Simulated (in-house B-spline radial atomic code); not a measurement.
RPA and G0W0 for Zn, [Ar] 3d10 4s2, as one setting changes: the radius of a hard wall (bohr). Start: Hartree-Fock. A dash marks a level of low quasi-particle weight. Computed with an all-electron radial atomic-structure program (B-spline basis): all electrons, non-relativistic, point nucleus, each spin shell either full or empty, empty states to l = 9 with an (l + 1/2)⁻⁴ tail; G0W0 by contour deformation at full frequency.

```
radius of a hard wall (bohr)  mean-field level (eV)  G0W0 level (eV)  RPA correlation (Eh)
                           2                  65.76         4s 62.88               -2.1044
                         2.5                 24.200        4s 21.696               -2.0986
                           3                      ?                ?                     ?
                         3.5                      ?                ?                     ?
                           4                 -2.995        4s -4.826               -2.0647
                           5                 -6.148        4s -7.705               -2.0466
                           6                 -7.258        4s -8.636               -2.0363
                           8                 -7.857        4s -9.047               -2.0288
                          12                 -7.958        4s -9.073               -2.0271
```

Task: What belongs in the row for 3.5?

Result: mean-field level (eV): 0.691; G0W0 level (eV): 4s -1.325; RPA correlation (Eh): -2.0767.

Task: What belongs in the row for 3?

Result: mean-field level (eV): 8.016; G0W0 level (eV): 4s 5.777; RPA correlation (Eh): -2.089.
